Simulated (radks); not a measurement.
Problem. Coherent X-ray form factor from a spherical all-electron density. All-electron calculation, scalar-relativistic Kohn-Sham, r2SCAN, spin-polarised, spherical densities, finite nucleus; meta-GGA in the generalised Kohn-Sham scheme; Fermi nuclear charge, rms radius of each element as measured or else 0.836 A^(1/3) + 0.57 fm. Program: a radial shooting solver on a logarithmic mesh with Libxc functionals.

sin(theta)/lambda (1/angstrom)  f0 (electrons)
0.05                                    66.471
0.1                                     64.947
0.15                                    62.605
0.2                                     59.686
0.25                                    56.447
0.3                                     53.111
0.4                                     46.755
0.5                                     41.254
0.6                                     36.627
0.8                                     29.334
1                                       23.987
1.25                                    19.502
1.5                                     16.724
2                                       13.226

The species is in the configuration that NIST lists as its ground one. Which atom or ion scatters so?

Solution. The lutetium ion Lu4+, [Xe] 4f13. Extrapolating in s^2 from the first two rows gives f0(0) = 67.0, near the electron count 67; among species with that count, the fall with angle is slower the higher Z, and the table is that of Z = 71; from so few rows the species is fixed only to a neighbour or two.
